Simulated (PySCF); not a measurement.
# `NC(=O)C1COC1`: 4 charge schemes on one density

C4H7NO2.
Numbering: `[NH2:1][C:2](=[O:3])[CH:4]1[CH2:5][O:6][CH2:7]1` (hydrogens: H8, H9 on N1; H10 on C4; H11, H12 on C5; H13, H14 on C7)

Cartesian coordinates in Å at the GFN2-xTB level; atoms count from 1:
```
atom  x, y, z in Å
N1     1.7949    0.2303   -0.1392
C2     1.0581   -0.3518    0.8315
O3     1.5428   -0.8330    1.8294
C4    -0.4378   -0.3479    0.5648
C5    -1.0130    1.0091    0.1278
O6    -1.1291    0.5630   -1.2263
C7    -0.8510   -0.7885   -0.8487
H8     2.7944    0.2698   -0.0328
H9     1.3746    0.6268   -0.9616
H10   -0.9432   -0.8430    1.3919
H11   -0.3610    1.8799    0.2265
H12   -1.9926    1.2352    0.5596
H13   -0.0814   -1.2478   -1.4735
H14   -1.7563   -1.4027   -0.8715
```

Density: PBE0/pcSseg-1 (PySCF); schemes: Mulliken, IAO, Hirshfeld and ESP-fitted. Isolated species at its GFN2-xTB geometry (one conformer only).

**Question.** Atoms with like bonding are taken together and averaged. Which atoms carry the lowest charge in the Mulliken, IAO, Hirshfeld and ESP-fitted schemes?

**Answer.** The schemes don't all agree: Mulliken O6 (-0.513); IAO N1 (-0.516); Hirshfeld O3 (-0.301); ESP-fitted N1 (-0.835).

**Question.** For which atoms does the sign change between the 4 schemes (beyond +0.03 e in one, beyond −0.03 e in another)?

**Answer.** C5/C7. Atomic charges aren't observables, and each scheme defines them in its own way.

**Question.** At which atom do the 4 schemes differ most?

**Answer.** At N1: from -0.835 (ESP-fitted) to -0.169 e (Hirshfeld), 0.666 e apart.

**Question.** What partial charge does each atom carry?

**Answer.** In e; atoms taken as equivalent share a row and are averaged (×n: the atom named and its like, n in all):

```
   atom                    environment  Mulliken     IAO  Hirshfeld  ESP-fitted
     N1                 amide nitrogen    -0.402  -0.516     -0.169      -0.835
     C2          amide carbonyl carbon    +0.452  +0.442     +0.171      +0.704
     O3                   amide oxygen    -0.415  -0.494     -0.301      -0.559
     C4  sp3 carbon next to a carbonyl    -0.451  -0.198     -0.042      -0.368
  C5/C7     sp3 carbon bound to oxygen    +0.153  -0.046     +0.007      +0.255
     O6            cyclic ether oxygen    -0.513  -0.431     -0.175      -0.474
     H8             amide N–H hydrogen    +0.198  +0.288     +0.143      +0.384
     H9             amide N–H hydrogen    +0.208  +0.280     +0.131      +0.385
    H10               methine hydrogen    +0.137  +0.163     +0.052      +0.127
H11/H13             methylene hydrogen    +0.118  +0.139     +0.042      +0.019
H12/H14             methylene hydrogen    +0.122  +0.140     +0.046      +0.044
```

Mean size of the charges over all atoms: ESP-fitted 0.319 e, Mulliken 0.254 e, IAO 0.247 e, Hirshfeld 0.098 e. Each set sums to the total charge, 0, to within 0.001 e. The ESP scheme is a least-squares fit of atom-centred charges to the potential on four shells outside the van der Waals surface, with the total charge fixed.

**Question.** Sum the charges by element, for elements with more than one atom.

**Answer.** 
```csv
element,atoms,Mulliken,IAO,Hirshfeld,ESP-fitted
C,4,+0.307,+0.152,+0.143,+0.845
O,2,-0.928,-0.926,-0.476,-1.033
H,7,+1.022,+1.289,+0.501,+1.023
```

**Question.** How closely do the schemes follow one another over all atoms?

**Answer.** Correlation coefficient and root-mean-square difference: IAO with Hirshfeld 0.96, 0.173 e; Mulliken with ESP-fitted 0.93, 0.169 e; Mulliken with IAO 0.92, 0.115 e; IAO with ESP-fitted 0.92, 0.180 e; Hirshfeld with ESP-fitted 0.89, 0.298 e; Mulliken with Hirshfeld 0.88, 0.191 e.
